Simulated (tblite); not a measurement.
A geometry optimisation, step by step.

Compound: C₄H₉SSe (doublet state).
Atom-mapped SMILES: `[CH3:1][S:2][C:3]([CH3:4])[Se:5][CH3:6]` (hydrogens: H7, H8, H9 on C1; H10, H11, H12 on C4; H13, H14, H15 on C6)

Computed with GFN2-xTB (tblite), gas phase: L-BFGS steps from a force-field or distance-geometry start until the largest atomic force falls under 0.01 eV/Å. 12 of its 100 geometries are shown.

Step 0: E = -529.9869 eV, largest atomic force 1.782 eV/Å
```
atom  x, y, z in Å  |  force x, y, z in eV/Å
C1     -2.797    0.672    0.323   -0.747   0.637   0.851
S2     -1.726   -0.363   -0.691    0.292  -0.647  -0.345
C3     -0.222   -0.881    0.167   -0.228   1.324  -0.514
C4      0.646   -1.726   -0.689    0.186  -1.396  -0.575
Se5     0.638    0.523    1.141   -0.496   0.096   1.164
C6      2.263    1.174    0.341    1.440   0.878  -0.574
H7     -2.685    0.463    1.406    0.256   0.159  -0.643
H8     -3.844    0.421    0.065    0.620  -0.073  -0.061
H9     -2.685    1.764    0.116    0.317  -0.918   0.170
H10     0.452   -2.798   -0.420    0.113   0.642  -0.188
H11     1.734   -1.582   -0.554   -0.586   0.183   0.118
H12     0.430   -1.658   -1.778    0.026   0.134   0.635
H13     2.773    1.931    1.021   -0.944  -0.898  -0.635
H14     3.018    0.392    0.147   -0.478   0.147   0.076
H15     2.002    1.676   -0.616    0.228  -0.271   0.522
```

Step 9: E = -530.4050 eV, largest atomic force 0.430 eV/Å
```
atom  x, y, z in Å  |  force x, y, z in eV/Å
C1     -2.760    0.629    0.339   -0.020   0.071   0.053
S2     -1.755   -0.431   -0.729    0.033  -0.074  -0.113
C3     -0.192   -0.653    0.021   -0.070  -0.202  -0.149
C4      0.617   -1.693   -0.686    0.109  -0.088  -0.102
Se5     0.629    0.513    1.227   -0.303   0.192   0.237
C6      2.250    1.166    0.322    0.244   0.099  -0.133
H7     -2.583    0.430    1.392    0.089  -0.124  -0.037
H8     -3.783    0.385    0.064    0.004   0.092   0.112
H9     -2.550    1.671    0.117    0.033   0.033   0.007
H10     0.375   -2.712   -0.367   -0.105   0.128   0.133
H11     1.678   -1.538   -0.501    0.022  -0.022  -0.066
H12     0.421   -1.654   -1.759    0.119   0.007  -0.012
H13     2.687    1.889    1.007    0.006  -0.039   0.001
H14     2.951    0.353    0.150   -0.018  -0.034   0.048
H15     2.012    1.655   -0.619   -0.142  -0.039   0.021
```

Step 18: E = -530.4815 eV, largest atomic force 0.291 eV/Å
```
atom  x, y, z in Å  |  force x, y, z in eV/Å
C1     -2.687    0.595    0.340    0.008   0.070   0.075
S2     -1.794   -0.481   -0.801   -0.008   0.002   0.036
C3     -0.175   -0.510   -0.149    0.065  -0.129  -0.253
C4      0.623   -1.654   -0.687    0.096  -0.066  -0.087
Se5     0.492    0.596    1.205   -0.035  -0.044   0.041
C6      2.184    1.148    0.345    0.051   0.067  -0.055
H7     -2.413    0.309    1.352   -0.077   0.010   0.074
H8     -3.749    0.451    0.165    0.035  -0.016   0.007
H9     -2.412    1.628    0.154    0.022   0.074   0.006
H10     0.286   -2.609   -0.270    0.035   0.073  -0.045
H11     1.685   -1.546   -0.488    0.039   0.036   0.177
H12     0.510   -1.701   -1.771   -0.100  -0.089  -0.021
H13     2.667    1.872    0.992   -0.063   0.044   0.088
H14     2.851    0.305    0.194   -0.093  -0.072   0.048
H15     1.928    1.606   -0.604    0.025   0.038  -0.093
```

Step 27: E = -530.5277 eV, largest atomic force 0.139 eV/Å
```
atom  x, y, z in Å  |  force x, y, z in eV/Å
C1     -2.651    0.607    0.373   -0.029  -0.022   0.005
S2     -1.821   -0.515   -0.784   -0.048  -0.010   0.080
C3     -0.137   -0.448   -0.314   -0.059  -0.090  -0.088
C4      0.645   -1.659   -0.722   -0.003  -0.027   0.012
Se5     0.436    0.594    1.153    0.027   0.013   0.041
C6      2.141    1.155    0.350   -0.030  -0.037   0.028
H7     -2.406    0.303    1.389    0.021   0.034   0.016
H8     -3.714    0.489    0.200   -0.056   0.006  -0.049
H9     -2.356    1.638    0.195    0.080  -0.044  -0.018
H10     0.276   -2.576   -0.246   -0.019   0.122  -0.026
H11     1.692   -1.543   -0.451    0.011  -0.005  -0.050
H12     0.571   -1.801   -1.802    0.013   0.005   0.053
H13     2.610    1.873    1.013   -0.013   0.061   0.078
H14     2.778    0.285    0.239    0.100  -0.031  -0.029
H15     1.929    1.605   -0.614    0.005   0.026  -0.053
```

Step 36: E = -530.5462 eV, largest atomic force 0.111 eV/Å
```
atom  x, y, z in Å  |  force x, y, z in eV/Å
C1     -2.670    0.609    0.384    0.068  -0.028  -0.033
S2     -1.861   -0.610   -0.694    0.001   0.006   0.066
C3     -0.146   -0.444   -0.362   -0.041  -0.068  -0.015
C4      0.648   -1.657   -0.748   -0.051  -0.042  -0.011
Se5     0.451    0.562    1.129    0.041   0.035   0.086
C6      2.163    1.153    0.358   -0.105  -0.006   0.034
H7     -2.461    0.353    1.421   -0.024  -0.012   0.007
H8     -3.734    0.535    0.178    0.049   0.012   0.002
H9     -2.307    1.611    0.169    0.032  -0.022  -0.062
H10     0.272   -2.554   -0.249    0.024   0.007   0.019
H11     1.697   -1.533   -0.482   -0.046   0.027  -0.050
H12     0.573   -1.833   -1.820    0.004   0.043  -0.036
H13     2.566    1.882    1.053    0.064   0.040   0.016
H14     2.853    0.323    0.241   -0.026  -0.036   0.053
H15     1.953    1.612   -0.601    0.009   0.044  -0.076
```

Step 45: E = -530.5670 eV, largest atomic force 0.174 eV/Å
```
atom  x, y, z in Å  |  force x, y, z in eV/Å
C1     -2.669    0.614    0.383    0.069  -0.061  -0.055
S2     -1.897   -0.770   -0.504   -0.048   0.016   0.010
C3     -0.180   -0.482   -0.341    0.058  -0.039   0.009
C4      0.631   -1.661   -0.791    0.029  -0.008  -0.004
Se5     0.473    0.521    1.148    0.007   0.130   0.079
C6      2.170    1.181    0.384   -0.132  -0.106   0.039
H7     -2.541    0.443    1.450    0.008   0.102   0.015
H8     -3.724    0.608    0.125    0.031  -0.019  -0.021
H9     -2.203    1.544    0.071    0.007   0.001   0.042
H10     0.322   -2.581   -0.288    0.022   0.008   0.019
H11     1.685   -1.496   -0.587    0.069   0.017  -0.007
H12     0.509   -1.823   -1.860   -0.056   0.041  -0.059
H13     2.567    1.920    1.071   -0.076   0.025   0.071
H14     2.869    0.358    0.300    0.081  -0.100  -0.054
H15     1.982    1.631   -0.583   -0.070  -0.006  -0.084
```

Step 54: E = -530.5932 eV, largest atomic force 0.099 eV/Å
```
atom  x, y, z in Å  |  force x, y, z in eV/Å
C1     -2.632    0.619    0.374   -0.016   0.013  -0.034
S2     -1.895   -0.899   -0.297   -0.052   0.031   0.043
C3     -0.190   -0.528   -0.270    0.006   0.017  -0.021
C4      0.640   -1.645   -0.825   -0.012   0.022   0.018
Se5     0.460    0.517    1.194    0.034  -0.062   0.069
C6      2.132    1.163    0.406   -0.030  -0.032   0.023
H7     -2.588    0.600    1.461    0.034  -0.011  -0.023
H8     -3.664    0.641    0.044   -0.030  -0.003  -0.013
H9     -2.086    1.472   -0.017   -0.014   0.021  -0.002
H10     0.419   -2.596   -0.337    0.019  -0.031   0.023
H11     1.703   -1.447   -0.722    0.013   0.077  -0.007
H12     0.403   -1.759   -1.883    0.033  -0.026  -0.031
H13     2.504    1.924    1.087    0.040   0.020  -0.004
H14     2.848    0.351    0.333    0.044  -0.032   0.003
H15     1.941    1.594   -0.572   -0.067  -0.003  -0.044
```

Step 63: E = -530.6106 eV, largest atomic force 0.068 eV/Å
```
atom  x, y, z in Å  |  force x, y, z in eV/Å
C1     -2.627    0.638    0.345    0.003   0.016   0.018
S2     -1.893   -0.958   -0.131   -0.015   0.043  -0.051
C3     -0.199   -0.564   -0.186   -0.026   0.030  -0.022
C4      0.641   -1.612   -0.844    0.006   0.023   0.036
Se5     0.517    0.413    1.298   -0.011  -0.033   0.028
C6      2.118    1.126    0.422   -0.005  -0.013   0.020
H7     -2.619    0.728    1.427   -0.028   0.002   0.041
H8     -3.646    0.639   -0.029    0.002   0.006   0.025
H9     -2.055    1.446   -0.100    0.010  -0.044  -0.051
H10     0.525   -2.588   -0.368    0.026  -0.029   0.014
H11     1.691   -1.334   -0.811    0.024  -0.008  -0.026
H12     0.334   -1.715   -1.884    0.002  -0.005  -0.004
H13     2.493    1.919    1.063    0.011   0.033  -0.002
H14     2.870    0.348    0.328    0.016  -0.012  -0.013
H15     1.845    1.522   -0.552   -0.015  -0.009  -0.012
```

Step 72: E = -530.6147 eV, largest atomic force 0.050 eV/Å
```
atom  x, y, z in Å  |  force x, y, z in eV/Å
C1     -2.629    0.647    0.346    0.022   0.015  -0.023
S2     -1.892   -0.930   -0.182    0.005  -0.013  -0.006
C3     -0.191   -0.554   -0.191   -0.049   0.010   0.003
C4      0.654   -1.607   -0.838   -0.008   0.021   0.023
Se5     0.516    0.392    1.318    0.001  -0.020   0.008
C6      2.106    1.112    0.425   -0.008  -0.009   0.008
H7     -2.600    0.724    1.430    0.017  -0.013   0.001
H8     -3.656    0.645   -0.004    0.018   0.004   0.011
H9     -2.068    1.458   -0.109   -0.018   0.008   0.001
H10     0.549   -2.577   -0.347    0.007  -0.010   0.000
H11     1.703   -1.321   -0.813    0.011   0.001  -0.019
H12     0.346   -1.725   -1.877   -0.008  -0.017   0.004
H13     2.493    1.916    1.045   -0.026   0.021   0.010
H14     2.862    0.338    0.323    0.007  -0.004  -0.008
H15     1.804    1.491   -0.547    0.030   0.008  -0.013
```

Step 81: E = -530.6173 eV, largest atomic force 0.059 eV/Å
```
atom  x, y, z in Å  |  force x, y, z in eV/Å
C1     -2.615    0.659    0.341   -0.001   0.012  -0.015
S2     -1.901   -0.917   -0.218    0.052  -0.004  -0.026
C3     -0.195   -0.564   -0.191   -0.055   0.021  -0.005
C4      0.659   -1.608   -0.837   -0.015   0.012   0.009
Se5     0.504    0.368    1.327    0.024   0.002  -0.015
C6      2.090    1.103    0.432   -0.002   0.005  -0.010
H7     -2.550    0.718    1.424    0.007   0.029   0.007
H8     -3.654    0.663    0.026    0.001  -0.019   0.009
H9     -2.075    1.479   -0.124    0.009  -0.030   0.018
H10     0.593   -2.572   -0.327   -0.011  -0.017   0.003
H11     1.702   -1.299   -0.842    0.005   0.011  -0.011
H12     0.332   -1.752   -1.866   -0.016  -0.031  -0.011
H13     2.455    1.924    1.043    0.012  -0.014   0.027
H14     2.856    0.339    0.337    0.021   0.015   0.046
H15     1.794    1.469   -0.547   -0.031   0.008  -0.024
```

Step 90: E = -530.6204 eV, largest atomic force 0.053 eV/Å
```
atom  x, y, z in Å  |  force x, y, z in eV/Å
C1     -2.595    0.668    0.336   -0.013   0.025  -0.007
S2     -1.913   -0.918   -0.231    0.052  -0.006   0.011
C3     -0.206   -0.580   -0.197    0.000   0.021  -0.008
C4      0.652   -1.613   -0.852   -0.001  -0.011  -0.003
Se5     0.500    0.330    1.332    0.010   0.014   0.002
C6      2.076    1.103    0.450    0.003  -0.007   0.021
H7     -2.495    0.746    1.415    0.001  -0.015   0.011
H8     -3.643    0.682    0.054   -0.017  -0.017  -0.003
H9     -2.057    1.472   -0.155    0.003   0.015  -0.009
H10     0.652   -2.561   -0.308   -0.017  -0.008   0.015
H11     1.681   -1.263   -0.917   -0.006   0.003  -0.020
H12     0.281   -1.807   -1.857   -0.008  -0.013  -0.016
H13     2.402    1.941    1.060   -0.010   0.017  -0.001
H14     2.873    0.366    0.391   -0.004  -0.006  -0.013
H15     1.785    1.444   -0.541    0.006  -0.010   0.019
```

Step 99: E = -530.6222 eV, largest atomic force 0.009 eV/Å
```
atom  x, y, z in Å  |  force x, y, z in eV/Å
C1     -2.595    0.673    0.332   -0.001   0.007   0.002
S2     -1.903   -0.907   -0.242    0.003  -0.006  -0.002
C3     -0.196   -0.573   -0.208   -0.007   0.000  -0.005
C4      0.647   -1.621   -0.862    0.004   0.001  -0.001
Se5     0.510    0.316    1.335   -0.003   0.002  -0.003
C6      2.082    1.108    0.466   -0.001  -0.004   0.003
H7     -2.480    0.750    1.411    0.001   0.001   0.004
H8     -3.646    0.671    0.066   -0.001  -0.005  -0.004
H9     -2.073    1.484   -0.166   -0.003   0.000   0.001
H10     0.664   -2.553   -0.291    0.006   0.006   0.001
H11     1.672   -1.271   -0.970   -0.005   0.002  -0.001
H12     0.244   -1.845   -1.849   -0.001   0.002   0.007
H13     2.386    1.959    1.070    0.005  -0.005  -0.003
H14     2.890    0.383    0.417   -0.001   0.000  -0.001
H15     1.792    1.434   -0.530    0.007   0.000   0.002
```

Question: Summarise the path.

Answer: The energy falls by 0.6352 eV from step 0 to step 99; nine tenths of that is first reached at step 43. It falls at every step. The largest force goes from 1.782 to 0.009 eV/Å. Among the bonds S2–C3 changes most, from 1.808 to 1.739 Å; the atoms move by 0.414 Å rms after alignment.

Question: Follow the three bonds and two angles with the largest change from start to end.

Answer: 
| step | E above end (eV) | largest force (eV/Å) | S2–C3 (Å) | C6–H13 (Å) | Se5–C6 (Å) | C3–Se5–C6 (°) | C1–S2–C3 (°) |
| --- | --- | --- | --- | --- | --- | --- | --- |
| 0 | 0.6352 | 1.782 | 1.808 | 1.138 | 1.924 | 114.6 | 113.1 |
| 4 | 0.3036 | 0.562 | 1.760 | 1.080 | 2.020 | 108.2 | 111.5 |
| 9 | 0.2172 | 0.430 | 1.747 | 1.088 | 1.968 | 105.8 | 108.5 |
| 13 | 0.1809 | 0.222 | 1.743 | 1.085 | 2.003 | 102.8 | 106.2 |
| 17 | 0.1485 | 0.324 | 1.748 | 1.089 | 1.985 | 99.9 | 103.9 |
| 22 | 0.1143 | 0.230 | 1.747 | 1.086 | 1.971 | 95.4 | 102.8 |
| 26 | 0.0977 | 0.197 | 1.750 | 1.086 | 1.971 | 95.9 | 104.0 |
| 30 | 0.0884 | 0.096 | 1.748 | 1.086 | 1.961 | 95.8 | 104.5 |
| 34 | 0.0807 | 0.147 | 1.751 | 1.087 | 1.970 | 96.5 | 104.9 |
| 39 | 0.0714 | 0.113 | 1.753 | 1.087 | 1.962 | 97.4 | 104.8 |
| 43 | 0.0618 | 0.136 | 1.749 | 1.088 | 1.975 | 98.7 | 104.4 |
| 47 | 0.0489 | 0.111 | 1.750 | 1.087 | 1.967 | 99.6 | 104.0 |
| 52 | 0.0321 | 0.194 | 1.745 | 1.088 | 1.964 | 99.3 | 102.1 |
| 56 | 0.0256 | 0.104 | 1.746 | 1.087 | 1.958 | 99.4 | 102.4 |
| 60 | 0.0164 | 0.150 | 1.738 | 1.088 | 1.963 | 98.4 | 102.1 |
| 65 | 0.0099 | 0.069 | 1.739 | 1.086 | 1.962 | 97.9 | 101.7 |
| 69 | 0.0083 | 0.046 | 1.740 | 1.087 | 1.962 | 97.4 | 101.8 |
| 73 | 0.0071 | 0.044 | 1.742 | 1.086 | 1.962 | 96.9 | 102.1 |
| 77 | 0.0063 | 0.037 | 1.740 | 1.087 | 1.962 | 96.7 | 101.8 |
| 82 | 0.0042 | 0.071 | 1.742 | 1.086 | 1.964 | 96.7 | 101.7 |
| 86 | 0.0026 | 0.038 | 1.738 | 1.087 | 1.962 | 97.1 | 101.1 |
| 90 | 0.0018 | 0.053 | 1.740 | 1.086 | 1.965 | 97.2 | 101.1 |
| 95 | 0.0002 | 0.033 | 1.738 | 1.086 | 1.963 | 97.2 | 101.5 |
| 99 | 0.0000 | 0.009 | 1.739 | 1.087 | 1.963 | 97.2 | 101.6 |

The cost below is that of the whole relaxation. The run took 0.75 s on AMD EPYC 7B13, one thread, on a shared host.
